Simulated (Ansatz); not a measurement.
Geometry optimisation, RKS r2SCAN/6-31G* (Ansatz 0.2.0).

The input (input.yaml):

```yaml
crystal:
  periodic: [false, false, false]
  atoms:
    - { symbol: B, position_ang: [0.03079, -0.532173, -0.490063] }
    - { symbol: Cl, position_ang: [-0.144771, 0.080063, 2.513029] }
    - { symbol: Cl, position_ang: [1.540792, 0.326727, -0.679458] }
    - { symbol: Cl, position_ang: [-1.502014, 0.164475, -1.02049] }
    - { symbol: O, position_ang: [0.096046, -1.820926, 0.005392] }
    - { symbol: H, position_ang: [-0.788977, -2.214457, 0.048816] }
    - { symbol: H, position_ang: [0.417633, -1.033308, 2.043474] }
basis:
  gaussian: { orbitals: "6-31G*" }
hamiltonian:
  xc: r2scan
relax:
  f_tol: 0.03
  max_steps: 50
```

Launched with:

```bash
$ ansatz run input.yaml --threads 2 --pin off --max-ram 3072MiB --backend cpu --events-out ev --progress --plain --runs-dir out
```

Problem. Where does it end, and by what steps?

Solution. It converged. The force dipped under the threshold on the way, but the program's further checks kept it going. After 26 steps the energy has fallen by 0.166 eV; Cl4 moved furthest, 1.66 Å.

```
step  energy less start (eV)  largest force component (eV/Å)  accepted
   0                  0.0000                           0.962       yes
   1                 -0.0386                           0.858       yes
   2                 -0.0820                           0.613       yes
   3                 -0.0701                           1.479        no
   4                 -0.1031                           0.225       yes
   5                 -0.1120                           0.096       yes
   6                 -0.1217                           0.122       yes
   7                 -0.1216                           0.614        no
   8                 -0.1284                           0.068       yes
   9                 -0.1330                           0.207       yes
  10                 -0.1253                           0.557        no
  11                 -0.1386                           0.077       yes
  12                 -0.1424                           0.132       yes
  13                 -0.1470                           0.156       yes
  14                 -0.1482                           0.368       yes
  15                 -0.1527                           0.390       yes
  16                 -0.1584                           0.121       yes
  17                 -0.1609                           0.112       yes
  18                 -0.1457                           0.572        no
  19                 -0.1634                           0.012       yes
  20                 -0.1640                           0.120       yes
  21                 -0.1648                           0.069       yes
  22                 -0.1654                           0.009       yes
  23                 -0.1658                           0.054       yes
  24                 -0.1660                           0.039       yes
  25                 -0.1662                           0.035       yes
  26                 -0.1663                           0.018       yes
```

```xyz
7
Properties=species:S:1:pos:R:3
B -0.079 -0.460 -0.772
Cl 0.703 -0.809 3.398
Cl 1.261 0.657 -0.680
Cl -0.931 -0.746 -2.289
O -0.443 -1.104 0.365
H -1.194 -1.707 0.243
H 0.333 -0.861 2.156
```

Whether the end is a true minimum wasn't checked by a vibrational analysis.

Run time: 27 s on 2 threads of AMD EPYC 9R45 96-Core Processor (Zen 5) (shared host), peak memory 0.17 GiB.
